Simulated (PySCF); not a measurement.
H₄BFO₃Si, singlet, at the geometry of the source list, with bond 8-1 at 2.4 times its length; CASSCF(6,6)/STO-3G run with PySCF.

The PySCF input:
```python
from pyscf import gto, scf, mcscf
import numpy

mol = gto.Mole()
mol.atom = '''
    Si   -1.58040000   -0.37890000   -0.10060000
    F    -2.28070000    0.45410000   -1.27620000
    O    -0.13180000    0.27060000    0.06970000
    B     1.22720000    0.29170000    0.13790000
    O     1.85740000    1.35240000    0.67950000
    O     1.98360000   -0.73050000   -0.31620000
    H    -1.54040000   -1.75570000   -0.57100000
    H    -3.34536000    0.27846000    2.82692000
    H     1.27680000    2.04780000    0.98610000
    H     1.50400000   -1.44680000   -0.72830000
'''
mol.basis = 'sto-3g'
mol.verbose = 4
mol.build()

mf = scf.RHF(mol)
mf.kernel()
mc = mcscf.CASSCF(mf, 6, 6)
mc.fix_spin_(ss=0.0)
mc.kernel()
occ = numpy.linalg.eigvalsh(mc.fcisolver.make_rdm1(mc.ci, mc.ncas, mc.nelecas))[::-1]
ss = mc.fcisolver.spin_square(mc.ci, mc.ncas, mc.nelecas)[0]
print('natural occupations', occ.round(4), ' <S^2>', round(ss, 4))
```

What the program printed (banner, timings and long lists left out):

```
PySCF version 2.14.0

[INPUT] verbose = 4
[INPUT] num. atoms = 10
[INPUT] num. electrons = 56
[INPUT] charge = 0
[INPUT] spin (= nelec alpha-beta = 2S) = 0
[INPUT] symmetry False subgroup None
[INPUT] Mole.unit = angstrom
[INPUT] Symbol           X                Y                Z      unit          X                Y                Z       unit  Magmom
[...]
nuclear repulsion = 293.660094880981
number of shells = 24
number of NR pGTOs = 114
number of NR cGTOs = 38
basis = sto-3g
ecp = {}

******** <class 'pyscf.scf.hf.RHF'> ********
method = RHF
initial guess = minao
damping factor = 0
level_shift factor = 0
DIIS = <class 'pyscf.scf.diis.CDIIS'>
diis_start_cycle = 1
diis_space = 8
diis_damp = 0
SCF conv_tol = 1e-09
SCF conv_tol_grad = None
SCF max_cycles = 50
direct_scf = True
direct_scf_tol = 1e-13
Set gradient conv threshold to 3.16228e-05
Initial guess from minao.
init E= -632.543193861567
[...]
cycle= 1 E= -631.423394655373  delta_E= 1.12  |g|= 0.741  |ddm|= 3.97
[...]
cycle= 2 E= -631.482762741831  delta_E= -0.0594  |g|= 0.428  |ddm|= 2.87
[...]
cycle= 3 E= -631.63068971342  delta_E= -0.148  |g|= 0.247  |ddm|=  2.6
[...]
cycle= 4 E= -631.713047303749  delta_E= -0.0824  |g|= 0.0266  |ddm|= 1.05
[...]
cycle= 5 E= -631.713544874733  delta_E= -0.000498  |g|= 0.0113  |ddm|= 0.0977
[...]
cycle= 6 E= -631.713649028771  delta_E= -0.000104  |g|= 0.00404  |ddm|= 0.0278
[...]
cycle= 7 E= -631.713663540523  delta_E= -1.45e-05  |g|= 0.000938  |ddm|= 0.0117
[...]
cycle= 8 E= -631.713664491762  delta_E= -9.51e-07  |g|= 0.00031  |ddm|= 0.00389
[...]
cycle= 9 E= -631.713664564789  delta_E= -7.3e-08  |g|= 0.000163  |ddm|= 0.000858
[...]
cycle= 10 E= -631.713664585558  delta_E= -2.08e-08  |g|= 4.58e-05  |ddm|= 0.00039
[...]
cycle= 11 E= -631.713664587335  delta_E= -1.78e-09  |g|= 2.71e-06  |ddm|= 0.000142
[...]
cycle= 12 E= -631.713664587342  delta_E= -7.05e-12  |g|= 7.78e-07  |ddm|= 8.21e-06
[...]
Extra cycle  E= -631.71366458734  delta_E= 2.05e-12  |g|= 3.68e-07  |ddm|= 1.87e-06
converged SCF energy = -631.71366458734

******** <class 'pyscf.mcscf.mc1step.CASSCF'> ********
CAS (3e+3e, 6o), ncore = 25, nvir = 7
max_cycle_macro = 50
max_cycle_micro = 4
conv_tol = 1e-07
conv_tol_grad = None
orbital rotation max_stepsize = 0.02
orbital rotation threshold for CI restart = 0.01
augmented hessian ah_max_cycle = 30
augmented hessian ah_conv_tol = 1e-12
augmented hessian ah_linear dependence = 1e-14
augmented hessian ah_level shift = 1e-08
augmented hessian ah_start_tol = 2.5
augmented hessian ah_start_cycle = 3
augmented hessian ah_grad_trust_region = 3
kf_trust_region = 3
kf_interval = 4
ci_response_space = 4
ci_grad_trust_region = 3
with_dep4 0
natorb = False
canonicalization = True
sorting_mo_energy = False
ao2mo_level = 2
internal_rotation = False
******** <class 'pyscf.fci.addons.SpinPenaltyFCISolver'> ********
max. cycles = 50
conv_tol = 1e-08
davidson only = True
linear dependence = 1e-12
level shift = 0.001
max iter space = 12
nroots = 1
pspace_size = 400
spin = None
CASCI E = -631.898238649273  S^2 = 0.0000000
Set conv_tol_grad to 0.000316228
macro iter   1 ( 21 JK    4 micro), CASSCF E = -631.906019722070  dE = -7.78107280e-03  S^2 = 0.0000000
               |grad[o]|=0.0564  |grad[c]|=0.092  |ddm|=0.0354  |maxRot[o]|=0.277
macro iter   2 ( 21 JK    4 micro), CASSCF E = -631.909611470342  dE = -3.59174827e-03  S^2 = 0.0000000
               |grad[o]|=0.0275  |grad[c]|=0.0648  |ddm|=0.0468  |maxRot[o]|=0.243
macro iter   3 ( 21 JK    4 micro), CASSCF E = -631.913034682767  dE = -3.42321242e-03  S^2 = 0.0000000
               |grad[o]|=0.0185  |grad[c]|=0.0957  |ddm|=0.0925  |maxRot[o]|=0.207
macro iter   4 ( 21 JK    4 micro), CASSCF E = -631.917211099015  dE = -4.17641625e-03  S^2 = 0.0000000
               |grad[o]|=0.0207  |grad[c]|=0.0627  |ddm|=0.0389  |maxRot[o]|=0.179
macro iter   5 ( 21 JK    4 micro), CASSCF E = -631.918752341074  dE = -1.54124206e-03  S^2 = 0.0000000
[...]
               |grad[o]|=0.00444  |grad[c]|=0.00942  |ddm|=0.00402  |maxRot[o]|=0.0886
macro iter  12 ( 21 JK    4 micro), CASSCF E = -631.924356400464  dE = -8.34991482e-05  S^2 = 0.0000000
               |grad[o]|=0.00405  |grad[c]|=0.00973  |ddm|=0.00499  |maxRot[o]|=0.0263
macro iter  13 ( 21 JK    4 micro), CASSCF E = -631.924391993206  dE = -3.55927419e-05  S^2 = 0.0000000
               |grad[o]|=0.00375  |grad[c]|=0.00867  |ddm|=0.00489  |maxRot[o]|=0.0281
macro iter  14 ( 21 JK    4 micro), CASSCF E = -631.924429712699  dE = -3.77194929e-05  S^2 = 0.0000000
               |grad[o]|=0.00358  |grad[c]|=0.00817  |ddm|=0.00477  |maxRot[o]|=0.0083
macro iter  15 ( 21 JK    4 micro), CASSCF E = -631.924454891320  dE = -2.51786205e-05  S^2 = 0.0000000
               |grad[o]|=0.00346  |grad[c]|=0.00778  |ddm|=0.00471  |maxRot[o]|=0.00869
macro iter  16 ( 21 JK    4 micro), CASSCF E = -631.924473279454  dE = -1.83881342e-05  S^2 = 0.0000000
               |grad[o]|=0.00343  |grad[c]|=0.00746  |ddm|=0.00471  |maxRot[o]|=0.00847
macro iter  17 ( 21 JK    4 micro), CASSCF E = -631.924484136622  dE = -1.08571687e-05  S^2 = 0.0000000
               |grad[o]|=0.00343  |grad[c]|=0.00715  |ddm|=0.00476  |maxRot[o]|=0.00817
macro iter  18 ( 21 JK    4 micro), CASSCF E = -631.924493172298  dE = -9.03567536e-06  S^2 = 0.0000000
               |grad[o]|=0.00345  |grad[c]|=0.0069  |ddm|=0.0049  |maxRot[o]|=0.00851
macro iter  19 ( 21 JK    4 micro), CASSCF E = -631.924490137982  dE =  3.03431614e-06  S^2 = 0.0000000
               |grad[o]|=0.00349  |grad[c]|=0.00658  |ddm|=0.00491  |maxRot[o]|=0.0089
macro iter  20 ( 18 JK    4 micro), CASSCF E = -631.924909804909  dE = -4.19666928e-04  S^2 = 0.0000000
               |grad[o]|=0.00355  |grad[c]|=0.0024  |ddm|=0.00282  |maxRot[o]|=0.0573
macro iter  21 ( 21 JK    4 micro), CASSCF E = -631.924891260995  dE =  1.85439147e-05  S^2 = 0.0000000
               |grad[o]|=0.00222  |grad[c]|=0.0146  |ddm|=0.00561  |maxRot[o]|=0.107
macro iter  22 ( 21 JK    4 micro), CASSCF E = -631.925035218955  dE = -1.43957961e-04  S^2 = 0.0000000
               |grad[o]|=0.00282  |grad[c]|=0.00411  |ddm|=0.00261  |maxRot[o]|=0.0251
macro iter  23 ( 20 JK    4 micro), CASSCF E = -631.925068108657  dE = -3.28897020e-05  S^2 = 0.0000000
               |grad[o]|=0.00131  |grad[c]|=0.00355  |ddm|=0.00218  |maxRot[o]|=0.0136
macro iter  24 ( 17 JK    4 micro), CASSCF E = -631.925100116601  dE = -3.20079437e-05  S^2 = 0.0000000
               |grad[o]|=0.00109  |grad[c]|=0.00295  |ddm|=0.00135  |maxRot[o]|=0.0141
macro iter  25 ( 17 JK    4 micro), CASSCF E = -631.925145127815  dE = -4.50112138e-05  S^2 = 0.0000000
               |grad[o]|=0.00084  |grad[c]|=0.00195  |ddm|=0.000259  |maxRot[o]|=0.0363
macro iter  26 ( 15 JK    4 micro), CASSCF E = -631.925149378158  dE = -4.25034307e-06  S^2 = 0.0000000
               |grad[o]|=0.000311  |grad[c]|=0.000559  |ddm|=0.00135  |maxRot[o]|=0.0124
macro iter  27 (  3 JK    1 micro), CASSCF E = -631.925151461197  dE = -2.08303879e-06  S^2 = 0.0000000
               |grad[o]|=0.000205  |grad[c]|=0.00067  |ddm|=0.000343  |maxRot[o]|=0.00851
macro iter  28 (  4 JK    1 micro), CASSCF E = -631.925151645125  dE = -1.83927909e-07  S^2 = 0.0000000
               |grad[o]|=6e-05  |grad[c]|=0.000276  |ddm|=0.000128  |maxRot[o]|=0.00279
macro iter  29 (  5 JK    1 micro), CASSCF E = -631.925151685248  dE = -4.01230409e-08  S^2 = 0.0000000
               |grad[o]|=3.84e-05  |grad[c]|=0.000137  |ddm|=0.000107  |maxRot[o]|=0.00106
1-step CASSCF converged in  29 macro (540 JK 107 micro) steps
CASSCF canonicalization
Density matrix diagonal elements [1.98473464 1.98463657 1.14634291 0.8542172  0.01576064 0.01430804]
CASSCF energy = -631.925151685248
CASCI E = -631.925151685248  E(CI) = -8.48757154448435  S^2 = 0.0000000
natural occupations [1.9865 1.9855 1.1478 0.8526 0.0147 0.013 ]  <S^2> 0.0
```
